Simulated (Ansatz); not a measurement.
Ansatz (a quantum-chemistry and plane-wave program) input:
A basis named .json is the Basis Set Exchange file of that set.

Ansatz 0.2 input:
```yaml
crystal:
  periodic: [false, false, false]
  atoms:
    - {symbol: C, position_ang: [-3.17588514, -0.96959445, 0.26137878]}
    - {symbol: C, position_ang: [-1.66745658, -1.01504379, 0.03144526]}
    - {symbol: C, position_ang: [-0.99298718, 0.35332123, 0.20582500]}
    - {symbol: Si, position_ang: [0.84631877, 0.34751595, -0.03980736]}
    - {symbol: O, position_ang: [1.51867304, 1.83590393, 0.14026947]}
    - {symbol: O, position_ang: [1.44352780, -0.66771731, 1.10600348]}
    - {symbol: O, position_ang: [1.27725942, -0.10787948, -1.56961105]}
    - {symbol: H, position_ang: [-3.40356054, -0.62860731, 1.27396550]}
    - {symbol: H, position_ang: [-3.63155832, -1.95310250, 0.12862695]}
    - {symbol: H, position_ang: [-3.65730194, -0.27931822, -0.43548416]}
    - {symbol: H, position_ang: [-1.21428658, -1.73285526, 0.72009418]}
    - {symbol: H, position_ang: [-1.47267257, -1.39387932, -0.97781969]}
    - {symbol: H, position_ang: [-1.42894240, 1.07529648, -0.49300237]}
    - {symbol: H, position_ang: [-1.19836423, 0.74112175, 1.20906273]}
    - {symbol: H, position_ang: [1.82595428, 2.27055082, -0.65908119]}
    - {symbol: H, position_ang: [2.39356282, -0.66849880, 1.24952158]}
    - {symbol: H, position_ang: [1.04099811, -0.99048597, -1.86376978]}
basis:
  gaussian:
    orbitals: aug-cc-pV_T+d_Z.json
    fitting: {mean_field: def2-universal-jkfit, correlation: aug-cc-pVTZ-RIFIT.json}
total_charge: 1
magnetization: {spin_polarized: true, initial_magnetization: 1}
correlation: {method: mp2, electrons: outside_noble_gas}
```

Question: Which total energy does the run end on?

Answer: -634.29596 Eh (RI-MP2/aug-cc-pV(T+d)Z). The basis has 561 functions.

This state (charge 1, doublet) is run at the relaxed geometry of the species with charge 0 and multiplicity 1.
